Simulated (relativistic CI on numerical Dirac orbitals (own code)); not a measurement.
# Nb3+: resonant inelastic scattering at the L2,3 edge

Computed with this model: Dirac-Coulomb-Breit CI, orbitals from a KLI potential per configuration, a model potential for QED, valence Slater integrals scaled by 0.7, Kramers-Heisenberg scattering through one core-hole configuration in a parametric crystal field; configurations [Kr] 4d2 → [He] 2s2 2p5 3s2 3p6 3d10 4s2 4p6 4d3; 300 K; core-hole width 0.96 eV; summed over polarisations. Incident energies are the highest absorption maxima for each field (at most a few, so the weaker spin-orbit partner edge can be absent), on the computed scale of the free ion. Intensities are in per cent of the strongest line above 0.02 eV; levels within 1 cm⁻¹ are merged; final levels count from the ground level, the first row holds all elastic scattering, lines under 0.4 are left out and each table stops after 24 rows. The scale of the Slater integrals is a model choice and moves the terms in proportion.

Field parameters in Wybourne normalisation: Td as Oh with Dq negative (B⁴₀ = 21Dq, B⁴₄ = √(5/14) B⁴₀). The field is a parameter set, without covalency.

S is read from ⟨S²⟩ = S(S + 1).

Td, 10Dq = -2650 cm⁻¹:

```csv
Final level (eV),Degeneracy,Irrep,S,2374.3 eV,2467.5 eV,2468.6 eV
0.000,3,T2,1.00,3586.2,260.7,385.2
0.304,2,E,0.98,58.2,43.4,15.1
0.329,1,A2,1.00,10.9,7.4,1.1
0.351,3,T2,1.00,100.0,53.8,32.6
0.367,3,T1,1.00,43.7,29.8,26.6
0.576,3,T2,1.00,81.0,8.7,9.3
0.610,2,E,0.99,31.5,9.1,5.9
0.672,3,T1,1.00,46.3,27.6,10.7
0.705,1,A1,0.99,10.1,18.1,14.5
1.036,2,E,0.11,66.8,12.7,67.7
1.276,3,T2,0.34,69.3,8.0,42.2
1.370,1,A1,1.00,9.6,25.5,21.0
1.414,3,T1,1.00,20.7,33.6,7.4
1.496,2,E,0.97,12.8,9.7,5.0
1.537,3,T2,0.84,18.1,5.0,2.4
1.587,1,A1,0.02,23.3,5.1,34.8
1.699,3,T1,0.01,30.6,5.2,52.0
1.898,2,E,0.02,0.8,0.2,0.5
1.934,3,T2,0.01,1.3,0.2,2.5
3.816,1,A1,0.01,1.9,1.1,3.9
```

Td, 10Dq = -6000 cm⁻¹:

```
Final level (eV)  Degeneracy  Irrep     S  2374.4 eV  2467.7 eV  2468.8 eV
           0.000           3     T2  1.00     3459.0      483.3      421.8
           0.715           2      E  0.94       21.3       49.0       17.2
           0.725           1     A2  1.00        2.8        7.9        0.3
           0.743           3     T2  1.00       73.0       68.1       29.2
           0.770           3     T1  1.00       47.0       40.5       25.4
           1.057           2      E  0.31       67.2       20.7       50.8
           1.194           3     T2  1.00      100.0       19.7       13.3
           1.228           2      E  0.92       58.8       15.8       13.6
           1.270           3     T1  1.00       64.1       53.7       18.8
           1.283           1     A1  0.98       12.2       35.8       25.1
           1.733           3     T2  0.18       54.9        7.2       36.5
           1.744           1     A1  0.07       28.7       12.1       24.2
           1.991           1     A1  1.00        3.7        8.5        4.6
           2.009           3     T1  0.94       24.5       15.5        9.7
           2.063           2      E  1.00       19.9        4.7        1.6
           2.093           3     T2  0.93       20.9        4.0        2.3
           2.102           3     T1  0.16       41.9        7.3       64.4
           2.675           2      E  0.01        1.3        0.1        0.1
           2.702           3     T2  0.01        0.8        0.1        0.8
           4.458           1     A1  0.01        0.9        0.7        0.9
```

Td, 10Dq = -9350 cm⁻¹:

```tsv
Final level (eV)	Degeneracy	Irrep	S	2373.9 eV	2374.5 eV	2467.9 eV
0.000	3	T2	1.00	2310.9	2458.0	594.9
0.988	2	E	0.36	17.0	34.9	72.2
1.135	1	A2	1.00	13.9	0.5	5.9
1.151	3	T2	1.00	70.4	58.0	66.6
1.182	3	T1	1.00	55.7	29.5	44.1
1.224	2	E	0.83	50.1	24.7	6.8
1.717	1	A1	0.68	9.9	9.8	59.0
1.741	3	T2	1.00	100.0	76.4	20.7
1.755	2	E	0.99	70.3	47.9	14.1
1.784	3	T1	1.00	73.2	60.7	56.1
1.904	1	A1	0.56	28.6	25.7	3.9
2.176	3	T2	0.07	12.4	33.3	5.4
2.497	3	T1	0.06	16.5	48.6	8.6
2.727	1	A1	1.00	0.3	0.7	2.4
2.740	3	T1	0.98	3.3	4.8	4.5
2.746	2	E	1.00	6.6	8.6	1.1
2.760	3	T2	0.97	9.0	9.3	1.6
3.488	2	E	0.01	0.2	0.7	0.1
```

For the first field the strongest loss at the lowest incident energy is the level at 0.35 eV (S = 1.00, against 1.00 in the thermal ground state). Levels of other spin, the first over 8 % at 1.04 eV, appear because spin-orbit coupling of the core hole, and in heavier ions of the valence shell too, mixes spins.
